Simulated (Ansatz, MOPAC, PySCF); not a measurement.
Potential energy curve for CH (cation, charge +1), singlet.

- UMP2/6-31G* = PySCF 2.14.0 with unrestricted MP2 (frozen core)/6-31G*, spherical d
- PM6, restricted, heats of formation (MOPAC)
- RKS-BP86/6-31G* = restricted BP86/6-31G*, spherical d (PySCF)
- FCI = Ansatz (an electronic-structure program) with full CI/aug-cc-pVTZ, frozen core

Energies relative to the lowest point of each curve near equilibrium, in mEh; the last columns give the difference from FCI:

| R / Å | UMP2/6-31G* | PM6 | RKS-BP86/6-31G* | FCI | UMP2/6-31G* − FCI | PM6 − FCI | RKS-BP86/6-31G* − FCI |
|---|---|---|---|---|---|---|---|
| 0.85 | 73.3 | 31.5 | 82.6 | 73.0 | 0.3 | -41.5 | 9.6 |
| 0.92 | 33.9 | 15.7 | 41.3 | 35.1 | -1.2 | -19.4 | 6.2 |
| 0.98 | 14.3 | 6.7 | 19.8 | 15.8 | -1.5 | -9.0 | 4.0 |
| 1.02 | 6.5 | 2.9 | 10.6 | 7.8 | -1.4 | -4.9 | 2.8 |
| 1.08 | 0.7 | 0.2 | 2.7 | 1.5 | -0.8 | -1.3 | 1.3 |
| 1.10 | 0.0 | 0.0 | 1.3 | 0.5 | -0.5 | -0.5 | 0.8 |
| 1.14 | 0.1 | 0.6 | 0.0 | 0.0 | 0.1 | 0.6 | 0.0 |
| 1.17 | 1.4 | 1.9 | 0.1 | 0.7 | 0.7 | 1.2 | -0.6 |
| 1.20 | 3.3 | 3.8 | 1.0 | 2.1 | 1.3 | 1.7 | -1.1 |
| 1.27 | 10.2 | 10.3 | 5.3 | 7.5 | 2.7 | 2.8 | -2.2 |
| 1.33 | 17.8 | 17.9 | 10.9 | 13.9 | 3.9 | 4.0 | -3.1 |
| 1.43 | 32.5 | 33.7 | 22.3 | 26.7 | 5.8 | 6.9 | -4.4 |
| 1.53 | 48.1 | 51.8 | 35.1 | 40.6 | 7.4 | 11.2 | -5.5 |
| 1.71 | 82.4 | 86.5 | 58.3 | 65.3 | 17.1 | 21.2 | -6.9 |
| 1.88 | 104.0 | 117.8 | 78.6 | 85.9 | 18.1 | 31.9 | -7.3 |
| 2.04 | 113.6 | 143.9 | 95.6 | 102.3 | 11.3 | 41.6 | -6.7 |
| 2.27 | 118.9 | 174.3 | 116.1 | 120.5 | -1.7 | 53.8 | -4.4 |
| 2.50 | 122.4 | 197.1 | 132.3 | 133.2 | -10.8 | 63.9 | -0.9 |
| 2.80 | 125.3 | 217.5 | 147.8 | 143.3 | -18.0 | 74.1 | 4.5 |
| 3.06 | 126.9 | 228.9 | 156.9 | 148.1 | -21.2 | 80.8 | 8.8 |
| 3.45 | 128.1 | 239.3 | 165.1 | 151.5 | -23.4 | 87.8 | 13.5 |
| 3.93 | 128.6 | 246.0 | 169.2 | 153.1 | -24.4 | 93.0 | 16.1 |

UMP2/6-31G* is furthest from FCI at 3.93 (-24.4 mEh, below); its mean absolute difference over the points is 7.9 mEh.

PM6 is furthest from FCI at 3.93 (93.0 mEh, above); its mean absolute difference over the points is 29.7 mEh.

RKS-BP86/6-31G* is furthest from FCI at 3.93 (16.1 mEh, above); its mean absolute difference over the points is 5.0 mEh.

The scan ran from 0.85 to 4.54 Å; beyond the distances shown full CI changes its symmetry label. The unrestricted determinant behind UMP2/6-31G* is spin-contaminated at 0.85 to 3.93 Å (<S²> up to 1.1, against 0.00 for a pure singlet). The restricted form behind PM6, RKS-BP86/6-31G* keeps the bonding electrons paired and can't separate into open-shell fragments.
